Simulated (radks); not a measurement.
Isoelectronic series with 7 electrons, each ion in its NIST ground configuration. Method: scalar-relativistic Kohn-Sham, PBE, spin-unpolarised, spherical densities, finite nucleus; Fermi nuclear charge, rms radius of each element as measured or else 0.836 A^(1/3) + 0.57 fm; computed with a radial shooting solver on a logarithmic mesh with Libxc functionals. Total energies (hartree) and orbital eigenvalues (eV):

\begin{tabular}{lrrrrr}
ion & configuration & E (hartree) & 2p & 2s & 1s \\ \hline
N & [He] 2s2 2p3 & -54.45303 & -7.0899 & -18.5828 & -384.7206 \\
O+ & [He] 2s2 2p3 & -74.39801 & -24.4499 & -39.6637 & -533.5660 \\
F2+ & [He] 2s2 2p3 & -97.62117 & -49.0031 & -67.9920 & -710.2567 \\
Ne3+ & [He] 2s2 2p3 & -124.11939 & -80.5488 & -103.3455 & -914.5639 \\
Mg5+ & [He] 2s2 2p3 & -186.94718 & -164.3670 & -194.8763 & -1405.809 \\
Al6+ & [He] 2s2 2p3 & -223.28393 & -216.5893 & -251.0140 & -1692.746 \\
Si7+ & [He] 2s2 2p3 & -262.90907 & -275.6733 & -314.0634 & -2007.258 \\
P8+ & [He] 2s2 2p3 & -305.82841 & -341.6163 & -384.0311 & -2349.387 \\
S9+ & [He] 2s2 2p3 & -352.04843 & -414.4186 & -460.9278 & -2719.181 \\
Cl10+ & [He] 2s2 2p3 & -401.57622 & -494.0831 & -544.7677 & -3116.698 \\
Ar11+ & [He] 2s2 2p3 & -454.41948 & -580.6145 & -635.5673 & -3541.999 \\
K12+ & [He] 2s2 2p3 & -510.58651 & -674.0187 & -733.3458 & -3995.155 \\
Ca13+ & [He] 2s2 2p3 & -570.08610 & -774.3029 & -838.1240 & -4476.240 \\
Sc14+ & [He] 2s2 2p3 & -632.92767 & -881.4755 & -949.9249 & -4985.335 \\
Ti15+ & [He] 2s2 2p3 & -699.12124 & -995.5457 & -1068.773 & -5522.527 \\
V16+ & [He] 2s2 2p3 & -768.67742 & -1116.523 & -1194.696 & -6087.906 \\
Cr17+ & [He] 2s2 2p3 & -841.60727 & -1244.420 & -1327.721 & -6681.570 \\
Mn18+ & [He] 2s2 2p3 & -917.92255 & -1379.246 & -1467.879 & -7303.622 \\
Fe19+ & [He] 2s2 2p3 & -997.63567 & -1521.014 & -1615.201 & -7954.169 \\
Co20+ & [He] 2s2 2p3 & -1080.75950 & -1669.739 & -1769.721 & -8633.325 \\
Ni21+ & [He] 2s2 2p3 & -1167.30781 & -1825.432 & -1931.475 & -9341.212 \\
Cu22+ & [He] 2s2 2p3 & -1257.29424 & -1988.109 & -2100.499 & -10077.95 \\
Zn23+ & [He] 2s2 2p3 & -1350.73416 & -2157.786 & -2276.833 & -10843.67 \\
\end{tabular}
